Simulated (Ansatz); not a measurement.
Computed with Ansatz on PBE0-D4/def2-TZVP structures; ΔE is electronic, products minus reactants. CCSD(T)/CBS adds triple-zeta CCSD(T) − MP2 to the extrapolated MP2 energy (def2 sets, frozen cores). DFT in def2-TZVPP. For Br outer-core shells are correlated without core-valence functions, which leaves a few kJ/mol of doubt a bond. Scalar relativity is left out up to krypton. One conformer a species, not always the lowest.

Consider the formal exchange of groups at the Si–Br bond: `[SiH3]Br` + `O[SiH2]S[SiH3]` → `O[SiH2]S[SiH2][SiH3]` + HBr.

`[SiH3]Br`:

Z-matrix (Å, degrees):
```
Si
Br 1 2.219
H 1 1.480 2 108.4
H 1 1.481 2 108.4 3 -120.0
H 1 1.481 2 108.4 3 120.0
```

`O[SiH2]S[SiH3]`:

```xyz
10

O     1.510    0.897    0.883
Si   -0.116    1.005    1.091
S    -1.198    0.678   -0.717
Si   -0.406   -1.256   -1.187
H     1.908    1.457    0.214
H    -0.431   -0.030    2.098
H    -0.546    2.355    1.533
H    -1.387   -1.910   -2.086
H     0.900   -1.146   -1.884
H    -0.234   -2.049    0.056
```

`O[SiH2]S[SiH2][SiH3]`:

Z-matrix (Å, degrees):
```
Si
S 1 2.136
O 1 1.639 2 113.4
H 1 1.487 2 107.5 3 -123.0
H 1 1.477 2 107.4 3 116.4
Si 2 2.146 1 96.9 3 87.9
H 3 0.959 1 118.0 2 -57.6
Si 6 2.338 2 110.8 1 85.0
H 6 1.486 2 106.7 1 -154.2
H 6 1.492 2 109.4 1 -37.7
H 8 1.486 6 109.9 2 -58.4
H 8 1.487 6 108.9 2 61.1
H 8 1.489 6 110.7 2 -178.9
```

HBr:

```xyz
2

Br    0.103    0.288   -0.641
H    -0.103   -0.288    0.641
```

```csv
species,ωB97M-V energy (Eh)
`[SiH3]Br`,-2865.32012
`O[SiH2]S[SiH3]`,-1056.07432
`O[SiH2]S[SiH2][SiH3]`,-1346.74996
HBr,-2574.60884
```

Work out ΔE.

ΔE = (-1346.74996) + (-2574.60884) − (-2865.32012) − (-1056.07432) = 0.03564 Eh = +22.4 kcal/mol. CCSD(T)/CBS gives +21.6 kcal/mol.

Largest T1 diagnostic among the species: 0.012.

From PBE to PBE0 (25 % exact exchange), in def2-TZVPP and without D4, ΔE moves by +1.5 kcal/mol. In def2-TZVPP, CCSD(T) changes the Hartree–Fock value by −6.5 kcal/mol (the triples alone add −0.8 kcal/mol) and MP2 by −4.2 kcal/mol. The D4 term adds −1.8 kcal/mol with B3LYP and −1.1 kcal/mol with PBE0; it sums over pairs of atoms, weighted by their polarisabilities, and B3LYP, whose exchange is more repulsive, gets the larger term.

B3LYP here is the variant with VWN-RPA as its local correlation; programs differ in this.
